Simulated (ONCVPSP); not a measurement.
## Pseudopotential generation for molybdenum (Mo): ONCV, LDA (Perdew-Zunger), fully relativistic.

The input file (ONCVPSP 4.0.1):

```
# ATOM AND REFERENCE CONFIGURATION
# atsym  z   nc   nv     iexc    psfile
  Mo 42.00    8    1        3      upf
#
#   n    l    f
    1    0    2.00
    2    0    2.00
    2    1    6.00
    3    0    2.00
    3    1    6.00
    3    2   10.00
    4    0    2.00
    4    1    6.00
    4    2    5.00
#
# PSEUDOPOTENTIAL AND OPTIMIZATION
# lmax
    2
#
#   l,   rc,      ep,       ncon, nbas, qcut
    0    1.45    0.08    3    6    5.00
    1    1.75    0.02    4    8    4.60
    2    1.70    0.00    5   10    5.00
#
# LOCAL POTENTIAL
# lloc, lpopt,  rc(5),   dvloc0
    4    5    1.35   -1.00
#
# VANDERBILT-KLEINMAN-BYLANDER PROJECTORs
# l, nproj, debl
    0    2    3.70
    1    1    2.30
    2    2    1.80
#
# MODEL CORE CHARGE
# icmod, fcfact, rcfact
    4    0.60    0.00
#
# LOG DERIVATIVE ANALYSIS
# epsh1, epsh2, depsh
   -2.00    5.00    0.02
#
# OUTPUT GRID
# rlmax, drl
    6.00    0.01
#
# TEST CONFIGURATIONS
# ncnf
    4
# nvcnf
#   n    l    f
    2
    4    2    5.00
    5    0    1.00
#
    1
    4    2    4.00
#
    1
    4    2    3.00
#
    2
    4    2    5.00
    5    1    1.00
#
```

Command:

```bash
oncvpspr.x < Mo.dat > Mo.out
```

Resulting log (shortened: citation, most of the input echo, consistency checks and plot data are left out):

```
ONCVPSP  (Optimized Norm-Conservinng Vanderbilt PSeudopotential)
relativistic version 4.0.1

#   n    l    f        energy (Ha)
    1    0    2.00    -7.2736223D+02
    2    0    2.00    -1.0294678D+02
    2    1    6.00    -9.0882909D+01    -9.4792439D+01
    3    0    2.00    -1.7710007D+01
    3    1    6.00    -1.3960587D+01    -1.4604899D+01
    3    2   10.00    -8.3269562D+00    -8.4490609D+00
    4    0    2.00    -2.6177767D+00
    4    1    6.00    -1.6407329D+00    -1.7333826D+00
    4    2    5.00    -3.8865223D-01    -3.9661786D-01

Reference configufation results
  iterations    20
  all-electron total energy (Ha)   -4.04473567D+03

Begin loop to  construct optimized pseudo wave functions
and semi-local pseudopoentials for all angular momenta

   Wellstate for l =  0  n =  6 kap= -1
     eigenvalue =   0.0800
     asymptotic potential =   0.5800
     half-point radius =  7.6594

   Wellstate for l =  0  n =  7 kap= -1
     eigenvalue =   3.7800
     asymptotic potential =   4.2800
     half-point radius =  3.0558

Calculating optimized projector #   1

 for l=   0

    Fraction of norm inside rc  0.024719
    Optimizing pswf for qcut=   5.01 a_B^-1,  ecut=  12.56 Ha
    Residual kinetic energy error=  8.94D-04 Ha
 ERROR pspot:  first pseudo wave function has node,          program will stop
 ERROR pspot: try changing psp parameters for this l
```

The run stopped because the optimised pseudo-wave of the first projector has a node, so the radial equation cannot be inverted for a potential.

The run took about 0.28 s on one core of a shared server CPU.
